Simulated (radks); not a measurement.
The chromium ion Cr2+ inside a hard spherical wall (all orbitals vanish at R), configuration held at [Ar] 3d4 and not refilled when levels cross. Method: scalar-relativistic Kohn-Sham, r2SCAN, spin-unpolarised, spherical densities, finite nucleus; meta-GGA in the generalised Kohn-Sham scheme; Fermi nuclear charge, rms radius 3.6452 fm; computed with a radial shooting solver on a logarithmic mesh with Libxc functionals. Eigenvalues in eV, with the zero of energy where the potential of the charges vanishes at infinity; a dash marks a level that is unbound or too diffuse for the functional's potential to be trusted. A positive occupied level is held by the wall or, in an anion where self-interaction has pushed it up, behind a barrier. The pressure on the wall is -dE/dV.

| R (bohr) | E (hartree) | kinetic (hartree) | e(2p) | e(3s) | e(3p) | e(3d) | e(4s, empty) | e(4p, empty) | pressure (GPa) |
|---|---|---|---|---|---|---|---|---|---|
| free | -1049.86301 | 1060.560 | -587.78 | -97.818 | -67.925 | -22.583 | -17.780 | -12.610 | 0 |
| 20 | -1049.86301 | 1060.560 | -587.78 | -97.818 | -67.925 | -22.583 | -17.780 | -12.610 | < 0.0001 |
| 15 | -1049.86301 | 1060.560 | -587.78 | -97.818 | -67.925 | -22.583 | -17.780 | -12.610 | < 0.0001 |
| 10 | -1049.86301 | 1060.560 | -587.78 | -97.818 | -67.925 | -22.583 | -17.780 | -12.607 | < 0.0001 |
| 7 | -1049.86297 | 1060.561 | -587.78 | -97.814 | -67.921 | -22.579 | -17.748 | -12.459 | 0.00416 |
| 4 | -1049.84122 | 1060.712 | -586.80 | -97.017 | -67.153 | -21.761 | -14.143 | -6.433 | 6.46 |
| 3 | -1049.68717 | 1061.542 | -583.11 | -94.306 | -64.508 | -18.557 | -1.417 | 9.914 | 101 |
| 1.5 | -1039.29151 | 1102.766 | -512.27 | -41.189 | -7.494 | 45.682 | 235.66 | 252.02 | 36500 |
